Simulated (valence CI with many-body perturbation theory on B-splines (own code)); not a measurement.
Results of a calculation; reference values are marked as such.
**From CI to CI+MBPT in Sn⁹⁺**

Method: valence CI with perturbative core correlation (CI+MBPT): five valence electrons over a frozen Dirac-Fock core [Kr], radial functions for each j: 7 s, 7 p, 8 d, 6 f, 4 g, 1 h, with the one-electron correlation potential Σ1, the two-electron term Σ2, the three-electron term Σ3, Breit, model QED; selected CI, second order for the rest, scaled by the run's own slope (own B-spline code, finite nucleus).

No measured spectrum was set against this ion. As an estimate, terms of the open shell hold to 2 to 4 % of their energy, and close levels can change places. Core correlation moves these levels by up to 8400 cm⁻¹, and in measured spectra 5 to 20 % of such shifts remained as error; rates that hang on mixing are uncertain with them. Among the levels kept, up to 550 cm⁻¹ of a level comes from second order outside the variational space, and about a tenth of that is noise between levels of different J, which matters for small intervals. The list stops below the first excitations out of the core. Only levels of the ground parity were solved; by the run's estimate the other parity begins above the list, which can be wrong where configurations are misplaced.

Each rung adds one term. CI alone is the Dirac-Coulomb CI over the frozen core; QED comes last and gives the full result, which names the levels. Energies are above 4d⁵ ⁶S_5/2 on the same rung, in eV. A blank means that the level has no clear partner on that rung.

Names give the largest LS component (configuration and term), which can be under half, so a name can repeat, a term be missing and a line seem to break the LS rules; names also repeat where a configuration has a term twice. Letters in brackets count levels of one name in rising energy.

| Level | CI alone | Σ1 | Σ2 | Σ3 | Breit | QED | Full |
| --- | --- | --- | --- | --- | --- | --- | --- |
| 4d⁵ ⁴G_5/2 | 4.567 | -0.0086 | -0.2855 | -0.2094 | +0.0328 | -0.0027 | 4.094 |
| 4d⁵ ⁴G_7/2 | 4.978 | +0.0195 | -0.3709 | -0.1824 | +0.0022 | -0.0003 | 4.447 |
| 4d⁵ ⁴G_11/2 | 5.085 | +0.0255 | -0.3904 | -0.1748 | -0.0153 | +0.0003 | 4.531 |
| 4d⁵ ⁴G_9/2 | 5.143 | +0.0291 | -0.3804 | -0.1726 | -0.0138 | +0.0008 | 4.606 |
| 4d⁵ ⁴D_5/2 [a] | 5.064 | +0.0181 | -0.1946 | -0.2187 | +0.0107 | -0.0007 | 4.679 |
| 4d⁵ ⁴D_3/2 | 5.130 | +0.0083 | -0.1015 | -0.2390 | +0.0184 | -0.0013 | 4.815 |
| 4d⁵ ⁴P_1/2 | 5.438 | +0.0184 | -0.0353 | -0.2367 | +0.0057 | 0.0000 | 5.190 |
| 4d⁵ ⁴D_7/2 | 5.988 | +0.0305 | -0.2977 | -0.2284 | -0.0096 | +0.0008 | 5.483 |
| 4d⁵ ⁴D_5/2 [b] | 6.389 | +0.0338 | -0.1491 | -0.2472 | -0.0113 | +0.0013 | 6.016 |
| 4d⁵ ⁴D_1/2 | 6.396 | +0.0442 | -0.1566 | -0.2368 | -0.0203 | +0.0025 | 6.029 |
| 4d⁵ ⁴P_3/2 | 6.553 | +0.0465 | -0.0865 | -0.2387 | -0.0269 | +0.0030 | 6.251 |
| 4d⁵ ²I_11/2 | 7.277 | +0.0362 | -0.6326 | -0.2465 | -0.0115 | +0.0003 | 6.422 |
| 4d⁵ ²I_13/2 | 7.682 | +0.0521 | -0.6687 | -0.2399 | -0.0370 | +0.0018 | 6.791 |
| 4d⁵ ⁴F_7/2 | 7.777 | +0.0232 | -0.3078 | -0.3568 | +0.0098 | -0.0010 | 7.144 |
| 4d⁵ ²F_5/2 [a] | 7.541 | +0.0429 | -0.0942 | -0.2758 | -0.0130 | +0.0018 | 7.203 |
| 4d⁵ ⁴F_3/2 | 7.619 | +0.0290 | -0.1282 | -0.3092 | +0.0007 | +0.0004 | 7.212 |
| 4d⁵ ⁴F_9/2 | 7.876 | +0.0299 | -0.3751 | -0.3059 | -0.0011 | -0.0003 | 7.223 |
| 4d⁵ ⁴F_5/2 | 8.281 | +0.0478 | -0.1992 | -0.3237 | -0.0211 | +0.0024 | 7.787 |
| 4d⁵ ²H_9/2 | 8.722 | +0.0468 | -0.3137 | -0.3094 | -0.0219 | +0.0018 | 8.126 |
| 4d⁵ ²G_7/2 [a] | 8.725 | +0.0637 | -0.2204 | -0.2924 | -0.0306 | +0.0028 | 8.248 |
| 4d⁵ ²D_3/2 [a] | 8.860 | +0.0650 | -0.1535 | -0.3298 | -0.0362 | +0.0040 | 8.409 |
| 4d⁵ ²F_7/2 [a] |  |  |  | -0.3559 | -0.0415 | +0.0039 | 8.591 |
| 4d⁵ ²F_5/2 [b] | 9.362 | +0.0582 | -0.3387 | -0.3166 | -0.0178 | +0.0021 | 8.749 |
| 4d⁵ ²H_11/2 | 9.642 | +0.0794 | -0.3430 | -0.2989 | -0.0596 | +0.0049 | 9.025 |
| 4d⁵ ²F_7/2 [b] | 9.874 | +0.0642 | -0.3930 | -0.3264 | -0.0362 | +0.0035 | 9.186 |
| 4d⁵ ²G_9/2 [a] | 9.896 | +0.0770 | -0.3794 | -0.3183 | -0.0529 | +0.0048 | 9.227 |
| 4d⁵ ²S_1/2 | 10.419 | +0.0530 | -0.3896 | -0.4132 | -0.0141 | +0.0020 | 9.657 |
| 4d⁵ ²F_5/2 [c] | 10.152 | +0.0903 | -0.1009 | -0.3858 | -0.0743 | +0.0076 | 9.689 |
| 4d⁵ ²D_3/2 [b] | 11.531 | +0.0561 | -0.2536 | -0.4686 | -0.0134 | +0.0021 | 10.853 |
| 4d⁵ ²D_5/2 [a] | 11.903 | +0.0759 | -0.2485 | -0.4394 | -0.0399 | +0.0042 | 11.256 |
| 4d⁵ ²G_9/2 [b] | 12.890 | +0.0685 | -0.5262 | -0.4859 | -0.0284 | +0.0026 | 11.921 |

The middle columns are the shifts that each term adds.

**Question.** How does the ionisation energy move along the ladder, and which term matters most?

**Answer.** CI alone 181.05, + Σ1 182.81, + Σ2 184.63, + Σ3 184.66, + Breit 184.69, + QED 184.70 eV. The largest step is Σ2, 1.82 eV, with Σ1 about as large (1.76). NIST lists 184 ± 2.2 eV (theoretical).
